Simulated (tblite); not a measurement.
C4H11Si3 (doublet state).
Geometry (GFN2-xTB, Å), atoms numbered from 1 in this order:
```
atom  x, y, z in Å
C1     3.687   -0.298   -0.706
C2     2.419   -0.192   -0.019
C3     1.354   -0.061    0.542
Si4   -0.237   -0.108    1.433
C5    -1.752   -0.012    0.283
Si6   -1.882    1.674   -0.588
Si7   -1.746   -1.483   -0.923
H8     4.373    0.469   -0.345
H9     4.129   -1.279   -0.530
H10    3.543   -0.164   -1.779
H11   -0.266    0.848    2.545
H12   -2.640   -0.115    0.915
H13   -3.086    1.730   -1.421
H14   -1.973    2.732    0.425
H15   -0.695    1.897   -1.414
H16   -2.941   -1.468   -1.775
H17   -0.554   -1.433   -1.768
H18   -1.742   -2.730   -0.150
```

Structure optimised with GFN2-xTB, isolated species. This method treats the open shell by occupation alone, without spin polarisation.

Take the most abundant isotopes and a rigid rotor. The values belong to one conformer with, in the numbering `[CH3:1][C:2]#[C:3][SiH:4][CH:5]([SiH3:6])[SiH3:7]`, C3–Si4–C5–Si6 -67°.

(1) Give the principal moments of inertia and the rotational constants in MHz.

(2) What kind of rotor is it?

(3) What does the inertial defect say?

(4) Give the other two planar moments, Paa and Pbb, and the rms extents of the mass along the axes.

(5) List the rotational levels J(Ka,Kc) to J = 3 (K).

(6) Estimate the classical rotational partition function at 50 K, 200 K and 500 K.

Results:

(1) Ia = 286.09, Ib = 670.24, Ic = 726.28 u·Å²; 505379 MHz·u·Å²/I gives A = 1767, B = 754.0, C = 695.8 MHz.

(2) An asymmetric top. Ray's parameter κ = (2B − A − C)/(A − C) = -0.891; −1 is the prolate and +1 the oblate limit.

(3) Not planar: Δ = Ic − Ia − Ib = -230.05 u·Å². For a rigid frame Δ = −2 Σ m c², so Σ m c² = 115.02 u·Å² lies off the ab plane: 20.29 from hydrogen and 94.74 from heavier atoms. The atom farthest from that plane is 2.19 Å away.

(4) Paa = Σ m a² = (Ib + Ic − Ia)/2 = 555.22 and Pbb = Σ m b² = (Ia + Ic − Ib)/2 = 171.07 u·Å². With the mass M = 143.02 u, the rms extents √(P/M) along a, b and c are 1.97, 1.09, 0.90 Å.

(5) Above 0(0,0), as E/k:
J = 1: 1(0,1) 0.070, 1(1,1) 0.118, 1(1,0) 0.121
J = 2: 2(0,2) 0.209, 2(1,2) 0.255, 2(1,1) 0.263, 2(2,1) 0.409, 2(2,0) 0.409
J = 3: 3(0,3) 0.417, 3(1,3) 0.459, 3(1,2) 0.476, 3(2,2) 0.617, 3(2,1) 0.618, 3(3,1) 0.867, 3(3,0) 0.867

(6) Point group C1, symmetry number σ = 1; q = (√π/σ)·√((kT/h)³/(ABC)), k/h = 20836.6 MHz/K: 61900 at 50 K, 495000 at 200 K, 1960000 at 500 K.

For this open shell read J as N, the rotation without spin; fine and hyperfine splittings come on top. Its lowest GFN2-xTB frequency is 16i cm⁻¹, too small to tell a flat minimum from a shallow saddle. These are rigid-rotor constants of the computed structure; measured ground-state constants (B0) also hold zero-point vibration.
